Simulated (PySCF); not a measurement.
Diethoxymethane, C₅H₁₂O₂.
Atom-mapped SMILES: `[CH3:1][CH2:2][O:3][CH2:4][O:5][CH2:6][CH3:7]` (hydrogens: H8, H9, H10 on C1; H11, H12 on C2; H13, H14 on C4; H15, H16 on C6; H17, H18, H19 on C7)

The same species was optimised twice, with GFN2-xTB and with PBE0-D3(BJ)/def2-SVP (PySCF), and the same property calculations (PySCF, gas phase) were run on both structures.

```csv
coordinate,GFN2-xTB,PBE0-D3(BJ)/def2-SVP,change
C1–C2 (Å),1.526,1.515,-0.011
C6–C7 (Å),1.525,1.515,-0.010
C2–O3 (Å),1.422,1.414,-0.008
O5–C6 (Å),1.422,1.414,-0.008
C4–O5 (Å),1.395,1.389,-0.006
O3–C4 (Å),1.396,1.389,-0.007
C1–C2–O3 (°),113.0,112.3,-0.7
O5–C6–C7 (°),112.8,112.3,-0.5
C4–O5–C6 (°),114.8,114.5,-0.3
C2–O3–C4 (°),114.8,114.6,-0.2
O3–C4–O5 (°),113.5,113.3,-0.2
C1–C2–O3–C4 (°),82,87,+5
C2–O3–C4–O5 (°),65,67,+2
O3–C4–O5–C6 (°),66,68,+2
C4–O5–C6–C7 (°),83,88,+5
```

Rotational constants: A = 7693, B = 1165, C = 1153 MHz (GFN2-xTB) against A = 8188, B = 1142, C = 1126 MHz (PBE0-D3(BJ)/def2-SVP). Point groups within 0.08 Å: C2 and C2.

On the GFN2-xTB structure: lowest singlet, TDDFT (eV) 7.36 [PBE0/def2-SVPD]; lowest triplet, Tamm–Dancoff (eV) 7.27 [PBE0/def2-SVPD]; isotropic polarisability (au) 72.4 [PBE0/def2-SVPD]; HOMO (eV) -7.78 [PBE0/def2-SVPD]; LUMO (eV) 0.70 [PBE0/def2-SVPD]; dipole (D) 0.28 [PBE0/def2-SVPD]; HOMO (eV) -7.69 [PBE0/pcSseg-1]; LUMO (eV) 1.51 [PBE0/pcSseg-1]; dipole (D) 0.28 [PBE0/pcSseg-1]; GIAO shielding of C1/C7 (mean) (ppm) 173.0 [PBE0/pcSseg-1]; GIAO shielding of C2/C6 (mean) (ppm) 125.8 [PBE0/pcSseg-1]; GIAO shielding of O3/O5 (mean) (ppm) 264.3 [PBE0/pcSseg-1]; GIAO shielding of C4 (ppm) 98.3 [PBE0/pcSseg-1].

Question: What do these properties become on the PBE0-D3(BJ)/def2-SVP structure?

Answer: 
```csv
property,level,on GFN2-xTB,on PBE0-D3(BJ)/def2-SVP,change
"lowest singlet, TDDFT (eV)",PBE0/def2-SVPD,7.36,7.37,+0.01
"lowest triplet, Tamm–Dancoff (eV)",PBE0/def2-SVPD,7.27,7.28,+0.01
isotropic polarisability (au),PBE0/def2-SVPD,72.4,73.3,+0.9
HOMO (eV),PBE0/def2-SVPD,-7.78,-7.80,-0.02
LUMO (eV),PBE0/def2-SVPD,0.70,0.69,-0.01
dipole (D),PBE0/def2-SVPD,0.28,0.20,-0.08
"energy, GFN2-xTB geometry as zero (kcal/mol)",PBE0/def2-SVPD,0.0,-0.6,-0.6
HOMO (eV),PBE0/pcSseg-1,-7.69,-7.71,-0.02
LUMO (eV),PBE0/pcSseg-1,1.51,1.48,-0.03
dipole (D),PBE0/pcSseg-1,0.28,0.19,-0.09
"energy, GFN2-xTB geometry as zero (kcal/mol)",PBE0/pcSseg-1,0.0,-0.3,-0.3
GIAO shielding of C1/C7 (mean) (ppm),PBE0/pcSseg-1,173.0,170.6,-2.4
GIAO shielding of C2/C6 (mean) (ppm),PBE0/pcSseg-1,125.8,125.5,-0.3
GIAO shielding of O3/O5 (mean) (ppm),PBE0/pcSseg-1,264.3,264.8,+0.5
GIAO shielding of C4 (ppm),PBE0/pcSseg-1,98.3,97.5,-0.8
```

The heavy atoms differ by 0.063 Å rms after alignment. Among bonds between heavy atoms C1–C2 and C6–C7 change most and about equally (-0.011 to -0.010 Å). Changes are differences of the printed values. Neither structure is proved a minimum here.

The values belong to the conformer `[CH3:1][CH2:2][O:3][CH2:4][O:5][CH2:6][CH3:7]`: C1–C2–O3–C4 87°, C2–O3–C4–O5 67°, O3–C4–O5–C6 68°, C4–O5–C6–C7 88°.
